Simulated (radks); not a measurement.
Ionisation of neutral calcium, [Ar] 4s2, to [Ar] 4s1 as the strength of local exchange is varied. Method: Dirac Kohn-Sham, Slater X-alpha exchange (alpha = 2/3 is LDA exchange), no correlation, spin-unpolarised, spherical densities, finite nucleus; Fermi nuclear charge, rms radius 3.4776 fm; computed with a radial shooting solver on a logarithmic mesh with Libxc functionals.

alpha  E(Ca) (hartree)  exchange (hartree)  IE (eV)  -e of the level emptied (eV)  <r> of it (bohr)
0.667       -677.13427           -32.71878    5.593                 3.045 (4s1/2)             4.094
0.711       -679.29551           -34.97023    5.819                 3.246 (4s1/2)             4.034
0.741       -680.77238           -36.51188    5.975                 3.387 (4s1/2)             3.995
0.761       -681.75845           -37.54262    6.081                 3.482 (4s1/2)             3.969
0.876       -687.45143           -43.51532    6.702                 4.048 (4s1/2)             3.828
0.921       -689.68982           -45.87378    6.953                 4.279 (4s1/2)             3.776
1.022       -694.73563           -51.21079    7.532                 4.816 (4s1/2)             3.666

NIST Atomic Spectra Database: 6.113 eV (measured). The Delta-SCF value meets it near alpha = 0.77. Spin polarisation and multiplet splitting are left out, so open shells lie too high by an amount that depends on their filling.

Beside tabulated values, note that spin-unpolarised runs miss the spin-polarisation part of the exchange energy of open shells.
